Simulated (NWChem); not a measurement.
Species: SnCl3F; SMILES [F][Sn]([Cl])([Cl])[Cl]

```xyz
5

F      0.0000     0.0000     2.1039
Sn     0.0000     0.0000     0.1867
Cl     0.6572    -2.1003    -0.5128
Cl    -2.1475     0.4810    -0.5128
Cl     1.4903     1.6193    -0.5128
```
Atoms are numbered in this order, from 1.

Level: PBE0/def2-SVP with def2 effective core potentials on Sn (NWChem), optimised geometry, unscaled harmonic frequencies. def2 effective core potentials on Sn; no spin-orbit coupling.

Question: List the harmonic frequencies with IR intensities, and the thermochemistry.

Answer: 
```json
[
 {"frequency (cm⁻¹)": "101", "IR intensity (km/mol)": "0.9"},
 {"frequency (cm⁻¹)": "101", "IR intensity (km/mol)": "0.9"},
 {"frequency (cm⁻¹)": "125", "IR intensity (km/mol)": "9.3"},
 {"frequency (cm⁻¹)": "159", "IR intensity (km/mol)": "24.5"},
 {"frequency (cm⁻¹)": "159", "IR intensity (km/mol)": "24.5"},
 {"frequency (cm⁻¹)": "374", "IR intensity (km/mol)": "4.7"},
 {"frequency (cm⁻¹)": "417", "IR intensity (km/mol)": "64.3"},
 {"frequency (cm⁻¹)": "417", "IR intensity (km/mol)": "64.3"},
 {"frequency (cm⁻¹)": "662", "IR intensity (km/mol)": "55.5"}
]
```

The zero-point energy is 3.6 kcal/mol and the thermal correction to the enthalpy at 298.15 K (with zero-point energy) comes out as 8.8 kcal/mol. The heat capacity Cv is 20.9 cal/(mol K) and the entropy at 298.15 K and 1 atm (symmetry number 3) is 87.9 cal/(mol K).

Rigid rotor and harmonic oscillator.
